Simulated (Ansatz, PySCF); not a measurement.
SnF₃, SMILES [F][Sn]([F])[F], multiplicity 2. Atoms are numbered in the order given.

```xyz
4

Sn     0.0000     0.0000     0.4333
F      1.5408    -0.8896    -0.3383
F     -1.5408    -0.8896    -0.3383
F      0.0000     1.7791    -0.3383
```
Charge 0, spin multiplicity 2.

Geometry optimised at r2SCAN-D4/def2-SVP. The multiplicity is an assumed one; other spin states were not compared. The isomer is the one that the SMILES or the coordinates give; other isomers of the formula were not compared. The def2 effective core potentials stand for the cores of Sn; spin–orbit coupling is left out.

Two levels are set side by side: PBE-D3(BJ)/def2-SVP (Ansatz, an electronic-structure program) and r2SCAN-D4/def2-SVP (Ansatz). Each level has its own optimised geometry; the coordinates shown are those of the second. Frequencies come from the Hessian of PySCF at each geometry. Differences are taken from unrounded values.

| quantity | r2SCAN-D4 | PBE-D3(BJ) | PBE-D3(BJ) minus r2SCAN-D4 |
|---|---|---|---|
| mean bond length (Å) | 1.939 | 1.964 | 0.025 |
| bond Sn1–F2 (Å) | 1.939 | 1.964 | 0.025 |
| bond Sn1–F3 (Å) | 1.939 | 1.964 | 0.025 |
| bond Sn1–F4 (Å) | 1.939 | 1.964 | 0.025 |
| highest harmonic wavenumber (cm⁻¹) | 626 | 592 | -34 |
| mean harmonic wavenumber (cm⁻¹) | 387 | 364 | -23 |
| zero-point energy (kcal/mol) | 3.32 | 3.12 | -0.19 |
